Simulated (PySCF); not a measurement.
Ligand exchange on a metal centre used in film growth or etching (Ti Br-H). All species are isolated molecules in the gas phase.

The HOMO from two functionals at the same geometries (TPSS-D3(BJ)/def2-SVP), both in PySCF: PBE-D3(BJ)/def2-TZVP and TPSSh-D3(BJ)/def2-TZVP. 

```json
[
 {"species": "0 of 4 Br replaced by H ([Ti(Br)4])", "PBE-D3(BJ)/def2-TZVP (eV)": "-7.54", "TPSSh-D3(BJ)/def2-TZVP (eV)": "-8.14"},
 {"species": "2 of 4 Br replaced by H ([Ti(Br)2(H)2])", "PBE-D3(BJ)/def2-TZVP (eV)": "-7.62", "TPSSh-D3(BJ)/def2-TZVP (eV)": "-8.48"},
 {"species": "3 of 4 Br replaced by H", "PBE-D3(BJ)/def2-TZVP (eV)": "-7.50", "TPSSh-D3(BJ)/def2-TZVP (eV)": "-8.36"},
 {"species": "4 of 4 Br replaced by H", "PBE-D3(BJ)/def2-TZVP (eV)": "-7.43", "TPSSh-D3(BJ)/def2-TZVP (eV)": "-8.24"}
]
```

Over these rows, drawn at random from the members with no instability flagged (it was tested for open shells, ions and some series alone), PBE minus TPSSh-D3(BJ): mean +0.78 eV, from +0.60 eV to +0.86 eV.
